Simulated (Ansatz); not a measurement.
`[SiH3][O][Al]([Cl])[Br]`. Charge 0, multiplicity 1. All single points use the PBE0-D4/def2-TZVP geometry. It is one conformer, not always the lowest.

```xyz
8

Si    1.448   -0.284   -0.360
O    -0.137   -0.053   -0.052
Al   -1.703    0.288    0.378
Cl   -3.272   -0.720   -0.528
Br   -2.133    1.831    1.929
H     1.696   -1.722   -0.634
H     2.259    0.139    0.811
H     1.841    0.520   -1.545
```

Problem. What is the dipole moment at r2SCAN/def2-TZVPP? (Best estimate.)

Solution. Ansatz gave: 0.83 D, with components (0.81, -0.09, -0.13) D in this frame, pointing from negative to positive charge.

Problem. And with PBE, B3LYP, ωB97M-V? (An estimate is asked.)

Solution. The calculation gave: PBE 0.76 D, B3LYP 0.85 D, ωB97M-V 0.84 D.

Problem. Give the Mulliken charges with r2SCAN, B3LYP, ωB97M-V in def2-TZVPP. (Estimate.)

Solution. Computed: 
| atom | r2SCAN | B3LYP | ωB97M-V |
| --- | --- | --- | --- |
| Si1 | 0.39 | 0.35 | 0.26 |
| O2 | -0.34 | -0.28 | -0.29 |
| Al3 | 0.60 | 0.56 | 0.51 |
| Cl4 | -0.22 | -0.22 | -0.19 |
| Br5 | -0.20 | -0.20 | -0.18 |
| H6 | -0.08 | -0.07 | -0.04 |
| H7 | -0.07 | -0.07 | -0.03 |
| H8 | -0.08 | -0.07 | -0.04 |

B3LYP here is the variant with VWN-RPA as its local correlation; programs differ in this.
